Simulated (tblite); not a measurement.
C3H3F4S (doublet state).
Atom-mapped SMILES: `[CH2:1][S:2][C@H:3]([F:4])[C:5]([F:6])([F:7])[F:8]` (hydrogens: H9, H10 on C1; H11 on C3)

Structure optimised with GFN2-xTB, isolated species. This method treats the open shell by occupation alone, without spin polarisation.

(1) What internal coordinates does the optimisation give?

Answers

(1) 
```csv
bond,length (bohr),order
C1–S2,3.201,single
S2–C3,3.502,single
C3–F4,2.560,single
C3–C5,2.898,single
"C5–F6, C5–F7, C5–F8",2.524,single
C1–H9,2.023,single
C1–H10,2.022,single
C3–H11,2.072,single
```

Bonds in one row agree within 0.02 bohr and their mean is given. Orders are formal, as drawn. A selection of angles:
```csv
angle,degrees
C1–S2–C3,101.9
S2–C3–F4,111.2
S2–C3–C5,111.8
F4–C3–C5,109.3
C3–C5–F6,113.5
C3–C5–F7,110.3
C3–C5–F8,111.2
F6–C5–F7,107.4
```

Dihedral angles: C1–S2–C3–F4 42° (synclinal); S2–C3–C5–F6 64° (synclinal).

The C–F distances run from 1.332 Å (C5–F6, drawn single) to 1.354 Å (C3–F4, drawn single), a spread of 0.022 Å. C1 (carbon bonded to S and 2 H) is almost planar (angles 120.9°, 120.8° and 115.3°, sum 357.0°, 0.12 Å off the plane of its three neighbours). Of the pairs four or more bonds apart, F6···H9 is among the closest relative to their van der Waals radii: 2.46 Å, 92 % of the sum of Bondi's values. The 2 C–S bonds span 1.694 Å (C1–S2, drawn single) to 1.853 Å (S2–C3, drawn single), a spread of 0.159 Å.

Point group: C1 (no symmetry element, even within 0.4 Å). Its GFN2-xTB frequencies are all real (lowest 34 cm⁻¹). Torsions: H–C1–S2–C3 38° and -162°, C1–S2–C3–F4 42°. 3 starts were optimised and ended at 0.00, 0.22 and 0.23 kcal/mol (GFN2-xTB); the lowest of these is shown.

Hardware: an Arm Neoverse V1 with one thread, on a shared host. Cost: 0.49 s. This is the geometry optimisation.

One conformer stands for the species.

The numbers are calculated, not measured.
